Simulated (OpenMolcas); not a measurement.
**Co4+, Rh4+, Ir4+: d⁵ down the group**

| Property | Result |
| --- | --- |
| Program | OpenMolcas 26.06 |
| Method | SS-RASPT2, IPEA 0.25 Eh, imaginary shift 0.1 Eh |
| Basis | ANO-R2 |
| Scalar Hamiltonian | X2C, finite nucleus |
| Spin-orbit coupling | state interaction with AMFI integrals over the reference wave functions, term energies averaged over their components |

Active space for each ion: 11 electrons in 8 orbitals (RAS1 p, at most 2 holes; RAS2 d); closed shells correlated by CASPT2: Co4+ 3s; Rh4+ 4s; Ir4+ 5s.

Computed levels in cm-1 above ⁶S_5/2:

| Level | Co4+ | Rh4+ | Ir4+ |
| --- | --- | --- | --- |
| ⁴G_7/2 | 38550 | 26940 | 23940 |
| ⁴G_11/2 | 38560 | 27060 | 25280 |
| ⁴G_9/2 | 38580 | 27160 | 26290 |
| ⁴P_1/2 | 42720 | 30910 | 28170 |
| ⁴D_7/2 | 46420 | 32270 | 31410 |
| ⁴D_1/2 | 46550 | 33480 | 35890 |
| ²I_11/2 | 56120 | 39200 | 37020 |
| ²I_13/2 | 56250 | 39950 | 40640 |
| ²F_7/2(1) | 62100 | 46120 | 52140 |
| weight of ⁶S in the lowest level (%) | 100 | 99 | 85 |

Mixed levels, with the weight of the term that names them: Rh4+ ⁴P_1/2 (70 %), Rh4+ ⁴D_1/2 (70 %), Rh4+ ²F_7/2(1) (67 %), Ir4+ ⁴G_7/2 (64 %), Ir4+ ⁴P_1/2 (60 %), Ir4+ ⁴D_7/2 (66 %), Ir4+ ⁴D_1/2 (65 %), Ir4+ ²I_11/2 (73 %), Ir4+ ²F_7/2(1) (63 %).

Measured, with the error of the calculation in %. Measured levels: Co4+ from Sugar and Corliss, J. Phys. Chem. Ref. Data 10, 1097 (1981).

| Level | Co4+ |
| --- | --- |
| ⁴G_11/2 | 37218 (+3.6) |
| ⁴P_1/2 | 41024 (+4.1) |
| ⁴D_7/2 | 44709 (+3.8) |
| ⁴D_1/2 | 44908 (+3.6) |
| ²F_7/2(1) | 59455 (+4.5) |

Without spin-orbit coupling ⁴G lies 38550, 27020, 24800 cm-1 above ⁶S in that order; the difference to the level ⁴G_7/2, of either sign, comes from spin-orbit coupling, which also lowers the zero.

CASPT2 breaks the degeneracy within a term, and the mean is taken; among the terms shown or strongly mixed into the levels shown the widest spread is 220 cm-1 (5d⁵ ²G(1), Ir4+). Active for correlation alone: 3p; no level in the range computed is led by a configuration that opens it, so any true level of that kind is missing (holds for Co4+). Active for correlation alone: 4p; no level in the range computed is led by a configuration that opens it, so any true level of that kind is missing (holds for Rh4+). Active for correlation alone: 5p; no level in the range computed is led by a configuration that opens it, so any true level of that kind is missing (holds for Ir4+). Measured partners are found by configuration, term and J. A level has none where our copy of the source lacks it or the pairing is in doubt (some pairs that miss far off the trend of their configuration count as doubtful), and it then counts in no deviation. Only configurations of the active space appear.

A number in round brackets counts repeated terms of one configuration in the order of the reference energies.
